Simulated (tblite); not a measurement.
Start geometry of `CC[C@@H]1CCCNC1` from a force field or distance geometry (Å):
```
atom  x, y, z in Å
C1    -2.6568    0.2886    0.7207
C2    -1.6268   -0.5674    0.0838
C3    -0.4530    0.1938   -0.5081
C4     0.4703   -0.8066   -1.0946
C5     1.8121   -0.9298   -0.4587
C6     2.3440    0.3956    0.0460
N7     1.3808    0.8373    1.0205
C8     0.1562    1.2097    0.4050
H9    -3.6456   -0.1557    0.4154
H10   -2.6770    1.3334    0.3643
H11   -2.6438    0.1972    1.8272
H12   -1.2364   -1.3600    0.7811
H13   -2.1031   -1.1145   -0.7387
H14   -0.8994    0.7606   -1.3673
H15   -0.0181   -1.8141   -1.0138
H16    0.5597   -0.6403   -2.1841
H17    2.5098   -1.3419   -1.2280
H18    1.7970   -1.6862    0.3654
H19    2.4585    1.0785   -0.8034
H20    3.3399    0.2450    0.5149
H21    1.2904    0.2127    1.8473
H22   -0.5303    1.5646    1.2149
H23    0.3670    2.1266   -0.1997
```

Question: What comes out of this run: GFN2-xTB geometry optimisation, gas phase (tblite)?

Answer: 
```
atom  x, y, z in Å
C1    -2.6387    0.0878    0.8119
C2    -1.3987   -0.6132    0.2686
C3    -0.5338    0.2961   -0.6130
C4     0.5046   -0.5054   -1.4104
C5     1.6143   -1.0433   -0.5079
C6     2.2395    0.1084    0.2874
N7     1.2655    0.8699    1.0454
C8     0.2081    1.3787    0.1945
H9    -3.2497   -0.6136    1.3762
H10   -3.2396    0.4874   -0.0024
H11   -2.3702    0.9089    1.4723
H12   -0.8131   -0.9982    1.1063
H13   -1.7152   -1.4729   -0.3282
H14   -1.1988    0.8004   -1.3239
H15    0.0172   -1.3300   -1.9371
H16    0.9504    0.1512   -2.1624
H17    2.3802   -1.5350   -1.1106
H18    1.2053   -1.7854    0.1816
H19    2.7288    0.8029   -0.4035
H20    2.9947   -0.2701    0.9809
H21    0.8642    0.2814    1.7699
H22   -0.4904    1.9382    0.8196
H23    0.6708    2.0828   -0.5052
```

The energy falls by 0.997 eV over 85 L-BFGS steps, the largest force on an atom goes from 2.51 to 0.009 eV/Å, and the atoms move by 0.615 Å rms after alignment. The bond that changes most is C3–C4 (sp3 CH carbon to ring CH2 carbon), which lengthens by 0.053 Å. Bonds longer at the end by more than 0.005 Å: 8 of 23; shorter: 13. Among the angles that change most is C4–C3–C8, from 116.5° to 108.3°. Among the dihedrals that turn most is C2–C3–C4–H16, from 118° to 169°. Rotational constants go from 3750, 1465, 1191 to 3327, 1519, 1284 MHz. The orientation of the end geometry is arbitrary; only internal coordinates are fixed.

Its GFN2-xTB frequencies are all real (lowest 62 cm⁻¹). One conformer, not necessarily the lowest. 3 starts were optimised and ended at 0.00, 0.40 and 5.26 kcal/mol (GFN2-xTB); the lowest of these is shown.

All values are computed, not measured.
